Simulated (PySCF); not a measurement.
Ga(H)2(SH) (GaH3S), SMILES [SH][GaH2]. Atoms are numbered in the order given.

```xyz
5

Ga    -0.0029     0.7196     0.0000
H      1.3704     1.4501     0.0000
H     -1.4049     1.3962     0.0000
S      0.0854    -1.4692     0.0000
H     -1.2418    -1.6471     0.0000
```

The structure is a stationary point at ωB97X-D3(BJ)/def2-TZVP.

Method: PySCF with r2SCAN/def2-TZVPD.

The molecule is in vacuum.

**Question.** Estimate the frontier levels, gap, dipole moment and polarisability. (Estimate from the structure and the level; the computed values follow.)

**Answer.** 
- highest occupied level = -6.88 eV
- lowest empty level = -2.01 eV
- orbital gap = 4.87 eV
- dipole moment = 1.07 D
- quadrupole, principal values (traceless, Buckingham form, about the centre of nuclear charge) = -3.87, 1.79, 2.08 D·Å
- mean static polarisability = 54.3 bohr³ (8.04 Å³)
- polarisability, principal values = 43.0, 51.5, 68.3 bohr³
